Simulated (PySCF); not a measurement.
**Working out the ionisation energy of Cr**

Cr [Ar] 3d5 4s1 (7S) → Cr⁺ [Ar] 3d5 (6S). All numbers are calculated (PySCF 2.14, no relativity, point nucleus, in dyall-av2z). Frozen: [Ar]; the 25 highest virtual orbitals dropped. Energies in hartree (1 hartree = 27.21139 eV):

```csv
part,Cr (lower),Cr⁺ (upper)
UHF,-1043.343720,-1043.126489
MP2 opposite-spin,0.000000,0.000000
MP2 same-spin,-0.086421,-0.069490
```

Task: What does Hartree-Fock give?

Result: (-1043.126489) − (-1043.343720) = 0.217231 hartree = 5.911 eV.

Task: What do MP2 and SCS-MP2 (6/5 opposite-spin, 1/3 same-spin) give?

Result: The opposite-spin parts differ by 0.000 eV and the same-spin parts by 0.461 eV. MP2: 5.911 + (0.000) + (0.461) = 6.372 eV. SCS-MP2: 5.911 + 1.2 × (0.000) + (0.461)/3 = 6.065 eV.

Measured between the centres of the two terms (NIST): 6.767 eV, so MP2 (valence) is off by -0.395 eV.

The calculation is non-relativistic.

A double-zeta basis recovers only part of the correlation energy.

What remains against the reference includes basis incompleteness, the frozen core and correlation beyond second order.
